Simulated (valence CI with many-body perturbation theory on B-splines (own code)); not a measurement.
**Level structure of Cd40+**

Level of theory: configuration interaction combined with many-body perturbation theory (CI+MBPT): six valence electrons over a frozen Dirac-Fock core [He], radial functions for each j: 9 s, 9 p, 8 d, 6 f, 3 g, 1 h, with the one-electron correlation potential Σ1, the two-electron term Σ2, the three-electron term Σ3, Breit, model QED; selected CI, second order for the rest, scaled by the run's own slope (own B-spline code, finite nucleus).

No measured spectrum was set against this ion. As an estimate, large intervals hold to a few tenths of a per cent, small ones and those within an open d or f shell to about a per cent. Among the levels kept, up to 2200 cm⁻¹ of a level comes from second order outside the variational space, and about a tenth of that is noise between levels of different J, which matters for small intervals.

Levels 46 to 71 of 71, with energies above the lowest level, (2s^2 2p1/2^2 2p3/2^2) J=2. "Leading %" is the weight of the configuration and term that name the level; weights of strongly mixed levels are sums over their largest components and can fall short, and the name can then belong to a minority configuration. In the jj column 3d3/2^4 stands for four electrons in 3d with j = 3/2. Lifetimes count E1, E2, E3, M1 and M2 decay at the calculated energies, and are blank where another channel may lead or the interval is too uncertain; long ones can be off by a factor of two.

| No. | Configuration | Term | J | E (Ry) | Leading % | g | Lifetime | Leading jj |
| --- | --- | --- | --- | --- | --- | --- | --- | --- |
| 46 | 2s²2p³3p | ¹D | 2 | 278.87 | 49 | 1.163 | 823 fs | 2s^2 2p1/2 2p3/2^2 3p3/2 (97 %) |
| 47 | 2s²2p³3p | ³P | 1 | 279.37 | 47 | 1.490 | 1.07 ps | 2s^2 2p1/2 2p3/2^2 3p3/2 (96 %) |
| 48 | 2s²2p³3p | ³D | 2 | 279.66 | 45 | 1.141 | 1.11 ps | 2s^2 2p1/2 2p3/2^2 3p3/2 (97 %) |
| 49 | 2s2p⁴3s | ⁵P | 3 | 280.83 | 76 | 1.578 | 259 fs | 2s 2p1/2^2 2p3/2^2 3s (94 %) |
| 50 | 2s²2p³3d | ³D° | 1 | 281.30 | 45 | 0.987 | 33.9 fs | 2s^2 2p1/2 2p3/2^2 3d3/2 (97 %) |
| 51 | 2s²2p³3d | ³F° | 2 | 281.40 | 39 | 1.088 | 32.1 fs | 2s^2 2p1/2 2p3/2^2 3d3/2 (96 %) |
| 52 | 2s²2p³3d | ⁵D° | 0 | 281.43 | 50 |  | 30.9 fs | 2s^2 2p1/2 2p3/2^2 3d3/2 (95 %) |
| 53 | 2s²2p³3d | ³G° | 3 | 281.75 | 32 | 1.125 | 17.9 fs | 2s^2 2p1/2 2p3/2^2 3d3/2 (89 %) |
| 54 | 2s2p⁴3s | ³P | 2 | 282.03 | 62 | 1.430 | 34.8 fs | 2s 2p1/2^2 2p3/2^2 3s (94 %) |
| 55 | 2s²2p³3d | ⁵D° | 4 | 282.26 | 51 | 1.277 | 55.8 ps | 2s^2 2p1/2 2p3/2^2 3d5/2 (97 %) |
| 56 | 2s²2p³3d | ³D° | 3 | 282.34 | 60 | 1.266 | 87.2 fs | 2s^2 2p1/2 2p3/2^2 3d5/2 (92 %) |
| 57 | 2s²2p³3d | ³G° | 4 | 282.73 | 41 | 1.064 | 22.1 ps | 2s^2 2p1/2 2p3/2^2 3d3/2 (97 %) |
| 58 | 2s²2p³3d | ³D° | 1 | 283.12 | 45 | 0.991 | 7.98 fs | 2s^2 2p1/2 2p3/2^2 3d5/2 (78 %) |
| 59 | 2s²2p³3d | ³P° | 2 | 283.14 | 41 | 1.255 | 4.76 fs | 2s^2 2p1/2 2p3/2^2 3d3/2 (64 %) |
| 60 | 2s²2p³3d | ³D° | 3 | 283.28 | 44 | 1.185 | 3.77 fs | 2s^2 2p1/2 2p3/2^2 3d3/2 (89 %) |
| 61 | 2s²2p³3d | ³F° | 4 | 283.60 | 71 | 1.169 | 49.7 ps | 2s^2 2p1/2 2p3/2^2 3d5/2 (98 %) |
| 62 | 2s²2p³3d | ³G° | 5 | 283.71 | 100 | 1.190 | 59.0 ps | 2s^2 2p1/2 2p3/2^2 3d5/2 (100 %) |
| 63 | 2s²2p³3s | ³P° | 2 | 283.75 | 44 | 1.374 | 10.4 fs | 2s^2 2p3/2^3 3s (80 %) |
| 64 | 2s²2p³3d | ³P° | 1 | 283.83 | 57 | 1.212 | 3.98 fs | 2s^2 2p1/2 2p3/2^2 3d3/2 (55 %) |
| 65 | 2s²2p³3s | ¹P° | 1 | 284.08 | 25 | 1.289 | 6.16 fs | 2s^2 2p3/2^3 3s (68 %) |
| 66 | 2s²2p³3d | ³D° | 2 | 284.08 | 78 | 1.130 | 4.27 fs | 2s^2 2p1/2 2p3/2^2 3d5/2 (59 %) |
| 67 | 2s²2p³3d | ³P° | 0 | 284.11 | 52 |  | 7.60 fs | 2s^2 2p1/2 2p3/2^2 3d5/2 (96 %) |
| 68 | 2s²2p³3d | ³F° | 2 | 284.59 | 36 | 1.028 | 15.4 fs | 2s^2 2p1/2 2p3/2^2 3d3/2 (57 %) |
| 69 | 2s²2p³3d | ³S° | 1 | 284.85 | 40 | 1.375 | 5.30 fs | 2s^2 2p1/2 2p3/2^2 3d5/2 (66 %) |
| 70 | 2s²2p³3d | ¹F° | 3 | 285.18 | 57 | 1.092 | 5.02 fs | 2s^2 2p1/2 2p3/2^2 3d5/2 (93 %) |
| 71 | 2s2p⁴3s | ³S | 1 | 285.18 | 50 | 2.056 | 73.5 fs | 2s 2p1/2^2 2p3/2^2 3s (93 %) |
